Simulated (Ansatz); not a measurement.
Ansatz (a program for electronic structure) input (CCSD(T)/aug-cc-pVDZ):

Ansatz 0.2 input:
```yaml
crystal:
  periodic: [false, false, false]
  atoms:
    - {symbol: Ga, position_ang: [-0.00000000, -0.00000000, -0.40082716]}
    - {symbol: F, position_ang: [0.00000000, 0.00000000, 1.38062690]}
basis:
  gaussian:
    orbitals: aug-cc-pVDZ
magnetization: {spin_polarized: true, initial_magnetization: 2}
correlation: {method: ccsd_t, electrons: outside_noble_gas}
output: {forces: true}
```

Output:

```
Functional definition: HF
integrals: 0.05 GiB planned
619 factors; integrals over basis functions are off by at most 5.9e-4 eV
mean field: 0.19 GiB planned
mean field evaluation 1: about -55035.9497 eV, gradient 1.9e1 eV
mean field evaluation 2: about -55035.9617 eV, gradient 1.9e1 eV
mean field evaluation 4: about -55038.1080 eV, gradient 2.7e0 eV
mean field evaluation 8: about -55038.3052 eV, gradient 3.2e-1 eV
mean field evaluation 16: about -55037.3835 eV, gradient 1.4e1 eV
mean field evaluation 32: about -55038.3080 eV, gradient 2.1e-6 eV
mean field evaluation 64: about -55034.8865 eV, gradient 1.4e0 eV
mean field evaluation 96: about -55034.6230 eV, gradient 4.9e-1 eV
mean field evaluation 128: about -55038.3076 eV, gradient 1.7e-1 eV
mean field evaluation 160: about -55034.6288 eV, gradient 3.3e-3 eV
mean field evaluation 192: about -55032.8796 eV, gradient 6.6e-1 eV
mean field evaluation 224: about -55030.6662 eV, gradient 3.9e0 eV
mean field evaluation 256: about -55033.8910 eV, gradient 8.7e0 eV
mean field evaluation 288: about -55033.6953 eV, gradient 1.2e1 eV
mean field evaluation 320: about -55034.7858 eV, gradient 1.6e-3 eV
mean field evaluation 352: about -55035.5529 eV, gradient 6.6e-2 eV
mean field evaluation 384: about -55034.6288 eV, gradient 9.6e-4 eV
mean field evaluation 416: about -55034.6725 eV, gradient 6.1e-1 eV
mean field -55038.30796937 eV, -2022.6205115695 hartree, gradient 2.0e-6 eV, S^2 2.003681; 10 other end points of the search recorded, 0 dependent functions left out
determinant -55038.30796937 eV, -2022.6205115695 hartree, with singles and doubles -55044.83693383 eV, -2022.8604465876 hartree
determinant -55035.55294737 eV, -2022.5192663784 hartree, with singles and doubles -55042.33660826 eV, -2022.7685613178 hartree
determinant -55034.78584191 eV, -2022.4910757724 hartree, with singles and doubles -55040.58983688 eV, -2022.7043686537 hartree
determinant -55034.62880018 eV, -2022.4853045953 hartree, with singles and doubles -55040.44273272 eV, -2022.6989626752 hartree
15 core orbitals not correlated, not the lowest: weight in the atoms' cores, before any rotation towards them, 0.965 or more for the frozen orbitals, at most 0.045 for the correlated occupied ones
reference -55038.30796937 eV, -2022.6205115695 hartree; 6, 4 occupied and 38, 40 virtual orbitals, 619 factors
densities: 0.17 GiB planned
second order -6.48441966 eV of doubles, -0.00000000 eV of singles
coupled cluster: 0.14 GiB planned
cycle   1  -6.53149812 eV  change   -1.0e-1 eV  update   2.0e-2
cycle   2  -6.54642433 eV  change   -1.5e-2 eV  update   6.0e-3
cycle   3  -6.54772388 eV  change   -1.3e-3 eV  update   3.7e-3
cycle   4  -6.54934479 eV  change   -1.6e-3 eV  update   1.2e-3
cycle   5  -6.54972321 eV  change   -3.8e-4 eV  update   6.4e-4
cycle   6  -6.54988328 eV  change   -1.6e-4 eV  update   2.7e-4
cycle   7  -6.54992006 eV  change   -3.7e-5 eV  update   1.2e-4
cycle   8  -6.54991773 eV  change    2.3e-6 eV  update   3.8e-5
cycle   9  -6.54991522 eV  change    2.5e-6 eV  update   1.6e-5
cycle  10  -6.54991402 eV  change    1.2e-6 eV  update   6.4e-6
cycle  11  -6.54991321 eV  change    8.1e-7 eV  update   2.6e-6
cycle  12  -6.54991303 eV  change    1.8e-7 eV  update   9.9e-7
perturbative correction -0.17527439 eV, -0.0064412151 hartree
the calculation of the forces begins
Total energy: -55045.03315679 eV, -2022.8676576486 hartree
Atom 0 at    -0.000000    -0.000000    -0.400827 Å, force    -0.000000    -0.000000    -0.123362 eV/Å
Atom 1 at     0.000000     0.000000     1.380627 Å, force    -0.000000    -0.000000     0.123362 eV/Å
Dipole moment:     0.000000     0.000000    -0.494851 e Å
```

This is an excited triplet: at this geometry the singlet lies 3.72 eV lower at CCSD(T)/CBS(aug-cc-pVTZ,aug-cc-pVQZ).
